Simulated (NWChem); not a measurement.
System: GeF3, doublet; SMILES [F][Ge]([F])[F]

NWChem input:

```
start job
memory heap 200 mb stack 900 mb global 1100 mb
geometry units angstroms
  F     -1.052671    -1.237313    -0.456756
  Ge     0.003252     0.000258     0.366508
  F      1.591257    -0.289961    -0.481155
  F     -0.551121     1.526168    -0.463424
end
basis spherical
  * library def2-svp
end
dft
  odft
  mult 2
  xc pbe0
  iterations 150
end
driver
  maxiter 120
end
task dft optimize
task dft freq
```

Output (shortened):

```
             Northwest Computational Chemistry Package (NWChem) 7.3.0
             --------------------------------------------------------

 C3  symmetry detected

                             Geometry "geometry" -> ""
                             -------------------------

 Output coordinates in angstroms (scale by  1.889725989 to convert to a.u.)

  No.       Tag          Charge          X              Y              Z
 ---- ---------------- ---------- -------------- -------------- --------------
    1 F                    9.0000    -0.48853343     1.54622439    -0.45215079
    2 Ge                  32.0000     0.00000000     0.00000000     0.38150223
    3 F                    9.0000    -1.09480289    -1.19619455    -0.45215079
    4 F                    9.0000     1.58333631    -0.35002984    -0.45215079

 Effective nuclear repulsion energy (a.u.)     296.5418891178

      Symmetry information
      --------------------

 Group name             C3
 Group number              5
 Group order               3
 No. of unique centers     2

                                Z-matrix (autoz)
                                --------

 Units are Angstrom for bonds and degrees for angles

      Type          Name      I     J     K     L     M      Value
      ----------- --------  ----- ----- ----- ----- ----- ----------
    1 Stretch                  1     2                       1.82331
    2 Stretch                  2     3                       1.82331
    3 Stretch                  2     4                       1.82331
    4 Bend                     1     2     3               100.74421
    5 Bend                     1     2     4               100.74421
    6 Bend                     3     2     4               100.74421

                           NWChem Geometry Optimization
                           ----------------------------

 maximum gradient threshold         (gmax) =   0.000450
 rms gradient threshold             (grms) =   0.000300
 maximum cartesian step threshold   (xmax) =   0.001800
 rms cartesian step threshold       (xrms) =   0.001200
 fixed trust radius                (trust) =   0.300000
 source of zmatrix                         =   autoz

          -------------------
          Energy Minimization
          -------------------

 Using diagonal initial Hessian
 Scaling for Hessian diagonals: bonds = 1.00  angles = 0.25  torsions = 0.10

          --------
          Step   0

[...]

      ----------------------
      Optimization converged
      ----------------------

  Step       Energy      Delta E   Gmax     Grms     Xrms     Xmax
  ---- ---------------- -------- -------- -------- -------- --------
@    4   -2375.55117467 -1.2D-07  0.00001  0.00000  0.00035  0.00066
                                     ok       ok       ok       ok

                                Z-matrix (autoz)
                                --------

 Units are Angstrom for bonds and degrees for angles

      Type          Name      I     J     K     L     M      Value     Gradient
      ----------- --------  ----- ----- ----- ----- ----- ---------- ----------
    1 Stretch                  1     2                       1.72742    0.00000
    2 Stretch                  2     3                       1.72742    0.00000
    3 Stretch                  2     4                       1.72742    0.00000
    4 Bend                     1     2     3               106.45862    0.00001
    5 Bend                     1     2     4               106.45862    0.00001
    6 Bend                     3     2     4               106.45862    0.00001

                         Geometry "geometry" -> "geometry"
                         ---------------------------------

 Output coordinates in angstroms (scale by  1.889725989 to convert to a.u.)

[...]

 Rotational Constants
 --------------------
 A=   0.194609 cm-1  (  0.279992 K)
 B=   0.194609 cm-1  (  0.279992 K)
 C=   0.115857 cm-1  (  0.166689 K)

 Temperature                      =   298.15K
 frequency scaling parameter      =   1.0000

 Zero-Point correction to Energy  =    4.078 kcal/mol  (  0.006498 au)
 Thermal correction to Energy     =    7.029 kcal/mol  (  0.011202 au)
 Thermal correction to Enthalpy   =    7.621 kcal/mol  (  0.012145 au)

 Total Entropy                    =   70.307 cal/mol-K
   - Translational                =   40.503 cal/mol-K (mol. weight = 130.9171)
   - Rotational                   =   23.218 cal/mol-K (symmetry #  =        3)
   - Vibrational                  =    6.586 cal/mol-K

 Cv (constant volume heat capacity) =   13.702 cal/mol-K
   - Translational                  =    2.979 cal/mol-K
   - Rotational                     =    2.979 cal/mol-K
   - Vibrational                    =    7.743 cal/mol-K

[normal modes left out]

 ----------------------------------------------------------------------------
 Normal Eigenvalue ||           Projected Infra Red Intensities
  Mode   [cm**-1]  || [atomic units] [(debye/angs)**2] [(KM/mol)] [arbitrary]
 ------ ---------- || -------------- ----------------- ---------- -----------
    1       -0.000 ||    0.001843           0.043         1.797       0.797
    2       -0.000 ||    0.001034           0.024         1.008       0.447
    3       -0.000 ||    0.000000           0.000         0.000       0.000
    4       -0.000 ||    0.001679           0.039         1.637       0.726
    5        0.000 ||    0.000043           0.001         0.042       0.019
    6        0.000 ||    0.000010           0.000         0.010       0.004
    7      208.693 ||    0.010849           0.250        10.576       4.693
    8      208.698 ||    0.010848           0.250        10.576       4.693
    9      263.141 ||    0.039427           0.910        38.436      17.056
   10      697.370 ||    0.027025           0.623        26.345      11.691
   11      737.911 ||    0.092315           2.130        89.993      39.934
   12      737.918 ||    0.092326           2.130        90.004      39.939
 ----------------------------------------------------------------------------
```

Level: PBE0/def2-SVP, spin-unrestricted. In the optimisation the excess spin sits in a (C3, its own frame).
